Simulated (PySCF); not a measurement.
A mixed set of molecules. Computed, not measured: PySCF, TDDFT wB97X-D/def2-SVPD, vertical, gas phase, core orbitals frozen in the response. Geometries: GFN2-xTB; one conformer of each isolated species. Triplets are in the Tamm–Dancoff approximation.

Problem. Rank by computed S1–T1 gap, highest first.
A. `O=S(=O)(O)c1cnccn1`
B. `C=C[Si]1(S)CC1`
C. `c1cc(C=O)cc(c1)F`
D. `FC(F)(F)C(Cl)Cl`
E. `C#C/C=C(/C)C(F)=C=O`

Solution. B (1.14 eV), D (0.79 eV), A (0.63 eV), C (0.49 eV), E (0.34 eV).

| SMILES | S1−T1 (eV) | S1 (eV) | T1 (eV) | S1 mainly | T1 mainly | f(S1) |
| --- | --- | --- | --- | --- | --- | --- |
| C=C[Si]1(S)CC1 | 1.14 | 5.06 | 3.92 | H→L (98%) | H→L (62%) | 0.098 |
| FC(F)(F)C(Cl)Cl | 0.79 | 7.16 | 6.37 | H-1→L (85%) | H→L (84%) | 0.001 |
| O=S(=O)(O)c1cnccn1 | 0.63 | 4.10 | 3.46 | H→L (97%) | H→L (93%) | 0.005 |
| O=Cc1cccc(F)c1 | 0.49 | 3.86 | 3.37 | H-1→L (90%) | H-1→L (87%) | 0.000 |
| C#C/C=C(/C)C(F)=C=O | 0.34 | 2.30 | 1.96 | H→L (91%) | H→L (88%) | 0.000 |

H and L stand for HOMO and LUMO. For `FC(F)(F)C(Cl)Cl` the leading configurations of S1 and T1 differ. Singlets come from full response and triplets from the Tamm–Dancoff approximation.
